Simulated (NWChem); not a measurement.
# trigermane (Ge₃H₈); SMILES [GeH3][GeH2][GeH3]

All runs: NWChem. All runs use the structure optimised with PBE0/def2-SVP.

**Question.** Predict the results for PBE/def2-TZVP. Quantities: highest occupied level (eV); orbital gap (eV); dipole (D).

**Answer.** 
```
Quantity                     Result
---------------------------  ------
highest occupied level (eV)   -6.82
orbital gap (eV)               5.91
dipole (D)                     0.04
```
